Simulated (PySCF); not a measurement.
H5PSi, SMILES [SiH3]P (connectivity only; charge and spin as stated), charge +1, multiplicity 2.

Geometry: B3LYP-D3(BJ)/def2-TZVP. The multiplicity is an assumed one; other spin states were not compared.

Method: SMD-B3LYP/def2-SVP in PySCF.

Solvation free energies are E(SMD) − E(gas) at the gas-phase geometry, for 1 M in both phases.

| solvent | ΔG(solv) (kcal/mol) | its non-electrostatic (CDS) part |
|---|---|---|
| water | -60.2 | 3.0 |
| cyclohexanone | ? | ? |
| chlorobenzene | -52.1 | 0.6 |

Complete the blanks. (The exact figures need the calculation; the answer reports its results.)


- cyclohexanone, ΔG(solv) (kcal/mol): -58.8
- cyclohexanone, its non-electrostatic (CDS) part: 1.2
